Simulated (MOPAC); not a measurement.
MOPAC input (PM6):

```
PM6 PRECISE GNORM=0.05 LET XYZ UHF MS=0.5 GEO-OK AUX(PRECISION=9) THREADS=1
FS

S    -0.00000000 1   -0.00000000 1   -0.57933392 1
F     0.00000000 1    0.00000000 1    1.02992697 1
```

Question: What heat of formation does the run end on?

Answer: -6.67 kcal/mol.
